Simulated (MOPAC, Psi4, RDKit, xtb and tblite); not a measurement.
Internal rotation in C4H6Si2, SMILES C#C[SiH2][SiH2]C#C. Scanned: dihedral C2–Si3–Si4–C5; all other coordinates were relaxed at GFN2-xTB. GFN2-xTB can order the conformers of Si and Ge chains otherwise than DFT does. Points at φ and −φ are mirror images.

Atom numbering (GFN2-xTB optimised geometry, Å):
```
12

C     -3.5242     0.1209     0.8874
C     -2.4333     0.4016     0.4663
Si    -0.7360     0.7919    -0.1617
Si     0.7032    -0.9143     0.4561
C      2.4479    -0.3465     0.2087
C      3.5701     0.0505     0.0377
H     -4.4829    -0.1160     1.2519
H     -0.8723     0.9527    -1.6174
H     -0.3860     2.1027     0.4049
H      0.5995    -1.2994     1.8712
H      0.5578    -2.1333    -0.3540
H      4.5561     0.3892    -0.1086
```

Methods: PBE0/def2-TZVP // GFN2-xTB (Psi4); GFN2-xTB (xtb and tblite); PM6, restricted, heats of formation // GFN2-xTB (MOPAC); UFF // GFN2-xTB (RDKit); AM1, restricted, heats of formation // GFN2-xTB (MOPAC); MP2/cc-pVTZ = DF-MP2 (frozen core)/cc-pVTZ // GFN2-xTB (Psi4).

Energies in kJ/mol, each method relative to its own lowest point.

```tsv
φ / °	PBE0/def2-TZVP	GFN2-xTB	PM6	UFF	AM1	MP2/cc-pVTZ
-160	1.21	0.07	0.83	2.54	0.18	1.30
-140	3.72	0.25	2.00	4.99	0.53	3.93
-120	5.02	0.44	2.56	6.08	0.72	5.18
-100	3.99	0.60	1.88	4.43	0.50	3.82
-80	1.96	0.73	0.64	1.55	0.22	1.24
-60	1.23	0.89	0.00	0.00	0.00	0.01
-40	2.95	1.09	0.50	1.08	0.26	1.38
-20	5.70	1.30	1.62	3.52	0.69	4.02
0	7.13	1.44	2.31	5.01	1.17	5.33
20	5.70	1.30	1.62	3.52	0.69	4.02
40	2.95	1.09	0.50	1.08	0.26	1.38
60	1.23	0.89	0.00	0.00	0.00	0.01
80	1.96	0.73	0.64	1.55	0.22	1.24
100	3.99	0.60	1.88	4.43	0.50	3.82
120	5.02	0.44	2.56	6.08	0.72	5.18
140	3.72	0.25	2.00	4.99	0.53	3.93
160	1.21	0.07	0.83	2.54	0.18	1.30
180	0.00	0.00	0.28	1.32	0.00	0.00
```

Root-mean-square difference from the MP2/cc-pVTZ profile, itself a level with limits, after the best constant shift (kJ/mol): PBE0/def2-TZVP 0.77, GFN2-xTB 1.83, PM6 1.03, UFF 0.63, AM1 1.56.
